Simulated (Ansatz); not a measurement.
C2H6AsN, SMILES `CN1C[AsH]1`, charge 0, multiplicity 1.

Question: Give a relaxed structure at PBE0-D4/def2-TZVP (the Gaussian-basis code of Ansatz). (Best estimate.)

Answer: Computed: 
```xyz
10

C     0.748    0.756   -0.644
N    -0.495    0.630    0.081
C    -0.516   -0.326    1.129
As   -1.697   -0.775   -0.385
H     0.564    1.213   -1.617
H     1.423    1.410   -0.080
H     1.255   -0.210   -0.801
H     0.352   -0.972    1.257
H    -1.009   -0.024    2.048
H    -0.626   -1.701   -0.988
```
This is one stationary point; other conformers may exist.
